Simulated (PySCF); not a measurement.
Energy landscape of Cl2Mg, singlet: symmetric bend, bond length relaxed. Scanned: Cl-Mg-Cl angle. Other coordinates (Mg-Cl bond length) were minimised at B3LYP/def2-TZVP.

- MP2 on RHF/cc-pVTZ, 11 core orbitals frozen (PySCF)
- RHF/cc-pVTZ (PySCF)
- CCSD(T) on RHF/cc-pVTZ, 11 core orbitals frozen (PySCF)

Energies relative to the lowest point of each profile, in kJ/mol:

| a / ° | MP2 | RHF |
|---|---|---|
| 180 | 0.0 | 0.0 |
| 170 | 1.7 | 1.5 |
| 160 | 6.6 | 5.9 |
| 150 | 14.7 | 13.4 |
| 140 | 25.8 | 24.3 |
| 130 | 40.2 | 39.1 |
| 120 | 58.3 | 58.6 |
| 110 | 81.6 | 84.1 |
| 100 | 112.1 | 117.8 |
| 90 | 154.0 | 164.5 |
| 80 | 216.0 | 233.2 |

Question: Estimate the CCSD(T) values at these points.

Answer: 180: 0.0; 170: 1.7; 160: 6.7; 150: 14.9; 140: 26.1; 130: 40.5; 120: 58.8; 110: 82.2; 100: 112.9; 90: 155.2; 80: 217.7 (kJ/mol).
